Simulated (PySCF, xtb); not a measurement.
bromine monochloride anion (BrCl), SMILES BrCl (connectivity only; charge and spin as stated), charge -1, multiplicity 2. Atoms are numbered in the order given.

```xyz
2

Cl     0.0000     0.0000    -1.8478
Br     0.0000     0.0000     0.8975
```
Charge -1, spin multiplicity 2.

Coordinates come from a PBE0-D3(BJ)/def2-TZVPD optimisation. The spin state was assumed, not searched.

Level of theory: PySCF with C-PCM-M06-2X/def2-TZVPD.

The values are the electrostatic part of the solvation free energy, E(continuum) − E(gas) at the gas-phase geometry, in a cavity of scaled van der Waals radii (PySCF's table); cavitation and dispersion terms are not included.

Problem. Estimate the values in water (ε = 78.36), ethylethanoate (ε = 5.99), chloroform (ε = 4.71). (The exact figures need the calculation; the answer reports its results.)

Solution. 
| solvent | ε | ΔG(elec) (kcal/mol) |
|---|---|---|
| water | 78.36 | -56.8 |
| ethylethanoate | 5.99 | -47.8 |
| chloroform | 4.71 | -45.2 |

For comparison, GFN2-xTB/ALPB(water) (xtb, at the GFN2-xTB geometry, all terms of that model) gives -54.6 kcal/mol.
